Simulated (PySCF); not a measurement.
CH4AlFOSe. Atoms are numbered in the order given.

```xyz
9

Al    -0.4213     0.5210     0.0000
F     -2.0589     0.8081     0.0000
O      0.6923     1.7713     0.0000
C      0.8374     3.1525     0.0000
H      1.4018     3.4813     0.8897
H     -0.1316     3.6831     0.0000
H      1.4018     3.4813    -0.8897
Se     0.3472    -1.6362     0.0000
H     -1.0331    -2.1483     0.0000
```
Charge 0, spin multiplicity 1.

The structure is a stationary point at PBE0-D3(BJ)/def2-SVP. One conformer was computed; it need not be the lowest.

The numbers are results of PBE/pcSseg-1 in PySCF, not measurements.

GIAO shieldings, no solvent; atoms alike by connectivity are averaged. δ = σ(ref) − σ: ¹⁹F against CFCl3 (σ = 133.6 ppm); ¹⁷O against H2O (σ = 334.3 ppm); ¹³C against TMS (σ = 182.0 ppm); ¹H against TMS (σ = 31.49 ppm); ⁷⁷Se against Me2Se (σ = 1634.8 ppm), references at their B3LYP-D3(BJ)/def2-TZVP geometries, non-relativistic.

Computed chemical shifts:
```csv
nucleus,atoms,count,δ (ppm)
¹⁹F,F2,1,-174.8
¹⁷O,O3,1,36.7
¹³C,C4,1,58.7
¹H,"H5, H6, H7",3,4.44
¹H,H9,1,0.07
⁷⁷Se,Se8,1,-680.1
```
